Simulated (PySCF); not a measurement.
**Electron correlation in P⁺ (phosphorus, charge +1)**

[Ne] 3s2 3p2, high-spin 3P determinant. All numbers are calculated (PySCF 2.14, no relativity, point nucleus, in cc-pV(T+d)Z (5s4p3d1f, 39 functions)). Frozen: [Ne]; 4 electrons correlated.

MP2 pair energies summed by pair of shells (mhartree):

| pair | energy | share (%) |
| --- | --- | --- |
| 3s-3p | -38.88 | 62.2 |
| 3s-3s | -17.11 | 27.4 |
| 3p-3p | -6.52 | 10.4 |

Total MP2 correlation energy: -62.51 mhartree.

Same-spin part -10.56 and opposite-spin part -51.95 mhartree; SCS-MP2 scales them by 1/3 and 6/5 to -65.85 mhartree.

```tsv
level	correlation energy (mhartree)
CCSD	-82.89
(T)	-2.34
CCSD(T)	-85.23
```

Diagnostics: T1 = 0.0100, D1 = 0.0252, largest double amplitude 0.103.

Question: Is a single reference adequate?

Answer: Mostly. T1 lies below 0.03, but a double amplitude of this size points to a near-degeneracy that CCSD handles and MP2 describes poorly.
